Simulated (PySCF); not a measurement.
Part of a log for Ge(SMe)Me3 (`C[S][Ge]([CH3])([CH3])[CH3]`): ground state, then the species with a core hole.

Method: delta-SCF UKS SCAN, pcX-2 on the ionised atom, pcseg-1 elsewhere, spin-free X2C in PySCF 2.14.0. The program numbers atoms from 0. The cycles run on a coarse integration grid; for E(ground) and E(ion) the exchange–correlation energy is redone on a finer one, so they differ from the last cycle, and only they enter the binding energy.

```
ground state, core basis on atom 2 (C), 192 functions
  cycle   1  E = -2652.77346860  |g| = 6.35e-02
  cycle   2  E = -2652.77299578  |g| = 5.04e-02
  cycle   3  E = -2652.77351195  |g| = 2.78e-02
  cycle   4  E = -2652.77373914  |g| = 3.26e-03
  cycle   5  E = -2652.77374134  |g| = 4.64e-04
  E(ground) = -2652.92884414 Eh
hole in C 1s of atom 2
  cycle   1  E = -2641.50271744  |g| = 1.50e+00
  cycle   2  E = -2640.34798499  |g| = 2.04e+00
  cycle   3  E = -2641.96346488  |g| = 4.54e-01
  cycle   4  E = -2642.03564666  |g| = 2.61e-01
  ...
  cycle   9  E = -2642.07866707  |g| = 1.46e-03
  cycle  10  E = -2642.07866855  |g| = 6.37e-04
  cycle  11  E = -2642.07866969  |g| = 2.86e-04
  E(ion) = -2642.23434959 Eh   <S^2> = 0.7751   hole on atom = 1.000
```

Task: What is the C 1s binding energy of atom 2?

Result: (-2642.234350 − (-2652.928844)) Eh × 27.2114 eV/Eh = 291.01 eV, for the carbon bonded to S and 3 H.

```
ground state, core basis on atom 1 (S), 203 functions
  cycle   1  E = -2652.80489112  |g| = 6.55e-01
  cycle   2  E = -2652.73625837  |g| = 8.02e-01
  cycle   3  E = -2652.91974495  |g| = 5.25e-02
  cycle   4  E = -2652.92020644  |g| = 3.74e-02
  cycle   5  E = -2652.92057350  |g| = 7.48e-03
  cycle   6  E = -2652.92058477  |g| = 3.32e-03
  cycle   7  E = -2652.92058919  |g| = 9.45e-04
  cycle   8  E = -2652.92058836  |g| = 2.30e-04
  E(ground) = -2653.06224342 Eh
hole in S 1s of atom 1
  cycle   1  E = -2560.70898867  |g| = 5.08e+00
  cycle   2  E = -2560.73480252  |g| = 2.29e+00
  cycle   3  E = -2561.08915402  |g| = 1.20e+00
  cycle   4  E = -2561.87320918  |g| = 3.50e-01
  ...
  cycle   8  E = -2561.94012075  |g| = 5.93e-03
  cycle   9  E = -2561.94013945  |g| = 8.79e-04
  cycle  10  E = -2561.94014299  |g| = 4.68e-04
  E(ion) = -2562.07360674 Eh   <S^2> = 0.7516   hole on atom = 1.000
```

Task: What is the S 1s binding energy of atom 1?

Result: (-2562.073607 − (-2653.062243)) Eh × 27.2114 eV/Eh = 2475.93 eV, for the sulfur bonded to C and Ge.

The ground state is recomputed for each atom, because the flexible core basis sits on the ionised atom alone; energies of different blocks can't be mixed. Isolated species at its PBE0-D3(BJ)/def2-SVP geometry, gas phase.

Time: 33 s of wall time; peak memory 0.76 GiB. Hardware: one thread of an Intel Xeon 6975P-C, shared host with 192 logical CPUs at a one-minute load of 72.
Labels such as C1 count atoms from 1, the log's own numbers from 0.
